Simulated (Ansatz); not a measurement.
The cluster Ge₅H₄⁺, relaxed as a doublet with UKS r2SCAN-D4/def2-SVP in Ansatz, starting from the GFN1-xTB geometry. Force threshold 0.02 eV/Å.

Another isomer (doublet) lies 0.74 eV lower at PBE0-D4/def2-TZVP; other spin states weren't run for this one.

Start:

| atom | x (Å) | y (Å) | z (Å) |
| --- | --- | --- | --- |
| Ge1 | -0.7920 | 0.0889 | 2.1194 |
| Ge2 | -0.0441 | -1.7138 | 0.7790 |
| Ge3 | 0.2437 | 0.5420 | -1.7009 |
| Ge4 | 1.4179 | -1.4238 | -1.0650 |
| Ge5 | -1.0663 | 1.4452 | 0.1882 |
| H6 | 1.0964 | -2.6572 | -1.8971 |
| H7 | -0.1639 | 2.6265 | 0.5701 |
| H8 | -2.0834 | -0.4668 | 2.7034 |
| H9 | 1.3915 | 1.5591 | -1.6970 |

Problem. Estimate the energy that the relaxation releases and the steps that it takes.

Solution. 25.0 kcal/mol, in 33 steps; 5.1 min on 4 threads of Arm Neoverse V1 on a shared host. No frequencies were taken in this run, so the end may be a saddle point.

Problem. Does the start keep its bonding?

Solution. Bonds formed: Ge2–Ge3 (atoms count from 1).

Problem. Predict the relaxed structure.

Solution. 
Cartesian coordinates in Å:
```
Ge -1.305 -0.536 1.363
Ge 0.887 -1.461 0.647
Ge 0.794 0.559 -1.246
Ge 1.383 -1.759 -1.850
Ge -0.962 1.392 0.063
H 0.078 -2.200 -0.817
H -1.028 2.862 0.514
H -1.778 -0.416 2.821
H 1.932 1.559 -1.495
```
Bond lengths: 6 × Ge–Ge 2.34 to 2.77 Å; 4 × Ge–H 1.54 to 1.72 Å.
